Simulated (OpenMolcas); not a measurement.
Pr⁺.

- Program: OpenMolcas
- Basis: ANO-RCC-VTZP [8s7p5d3f2g1h]
- Scalar Hamiltonian: DKH2, point nucleus
- Active space: 4 electrons in 8 orbitals (4f 6s)
- State averaging: 2S+1 = 5 odd, 35 roots; 2S+1 = 3 odd, 119 roots kept (CI in the orbitals of an earlier block); 2S+1 = 1 odd, 73 roots kept (CI in the orbitals of an earlier block)
- Spin-orbit coupling: state interaction with AMFI integrals over the reference wave functions, term energies averaged over their components

Two sets of levels on these reference wave functions, in cm⁻¹ above 4f³ 6s ⁵I°₄: one from CASSCF and one from MS-CASPT2, IPEA 0.25 Eh, imaginary shift 0.1 Eh (closed shells correlated: 5s 5p).

```
                Level  Set 1  Set 2
          4f³ 6s ⁵I°₄    0.0    0.0
   4f³ 6s ⁵I°₆ [71 %]   1814   1668
          4f³ 6s ⁵I°₇   3220   3180
4f³ 6s ³I°₆(1) [71 %]   4080   3440
          4f³ 6s ⁵I°₈   4760   4790
       4f³ 6s ³I°₇(1)   5970   5230
          4f³ 6s ⁵F°₁  13440  11720
       4f³ 6s ³H°₄(1)  13650  11760
   4f³ 6s ⁵F°₂ [64 %]  13790  11920
          4f³ 6s ⁵F°₃  14420  12630
          4f³ 6s ⁵S°₂  14900  13150
          4f³ 6s ⁵F°₄  15110  13360
          4f³ 6s ⁵F°₅  15850  14130
       4f³ 6s ³H°₆(1)  16060  14200
          4f³ 6s ³F°₃  16100  13610
          4f³ 6s ³S°₁  16250  13500
```

Problem. Which set is which?

Solution. Set 2 is MS-CASPT2. Its levels of the other terms of 4f³ 6s lie at 0.83 to 0.89 of the other set's values, as expected, since terms of lower spin or lower L gain more correlation energy than the Hund ground term.

Term energies are means over components that CASPT2 splits; among the terms shown or strongly mixed into the levels shown the widest spread is 1500 cm-1 (4f³ 6s ⁵I°, MS-CASPT2). High states are left out of the spin-orbit mixing, which shifts the levels that they would mix with. Terms from blocks run as CI alone lack orbitals of their own. Without dynamic correlation excited terms often stand tens of per cent too high (terms of higher spin than the ground term too low), and those without a measured partner can miss by more than the paired ones (holds for CASSCF). Blocks of more than 70 roots (2S+1 = 3 odd, 1 odd) ran without multistate coupling (holds for MS-CASPT2). The CASPT2 spread within a term exceeds the gap to the next term for 4f³ 6s ⁵I° and 4f³ 6s ³I°(1), 4f³ 6s ³H°(1) and 4f³ 6s ⁵S°, 4f³ 6s ⁵S° and 4f³ 6s ⁵F° and others, so the order of their levels is uncertain, and so are names and mixing where such terms share a J (holds for MS-CASPT2). Only configurations of the active space appear. Levels that lie high or do not pair safely by name in every column are left out.

A share in square brackets marks a mixed level and gives the weight of the term that names it, the lowest over the columns. A number in round brackets counts repeated terms of one configuration in the order of the reference energies. ° marks odd parity.
